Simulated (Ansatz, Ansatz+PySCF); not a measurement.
```xyz
4

N     0.0000    0.0000   -0.1963
H     0.0000    0.0000    1.3739
N    30.0000    0.0000   -0.2879
H    30.0000    0.0000    2.0151
```

Basis set: 6-31G (spherical functions). Correlated methods keep 2 orbitals frozen. Charge 0, multiplicity 5.

Computed with Ansatz (development build ahead of 0.2.0); each method stands on the lowest determinant of its kind that the runs found.

Q: Give the atomization energy at this shape (free ground-state atoms in the same class of orbitals less the molecule, no zero-point energy) of quintet N₂H₂ by UHF-CCSD(T), UHF-MP2, UHF.

A:

```json
{"method": "UHF-CCSD(T)", "atomization energy": "123.6 kJ/mol"}
{"method": "UHF-MP2", "atomization energy": "54.8 kJ/mol"}
{"method": "UHF", "atomization energy": "18.5 kJ/mol"}
```

Caution: the unrestricted determinant is a mixture of spin states. Caution for UHF-CCSD(T), UHF-MP2: bonds are stretched, where a single reference can fail. Caution for UHF-MP2: forces differ strongly between restricted and unrestricted references.

This basis has no polarisation functions and is too small for such energies, which can lie far from measured ones in either direction.
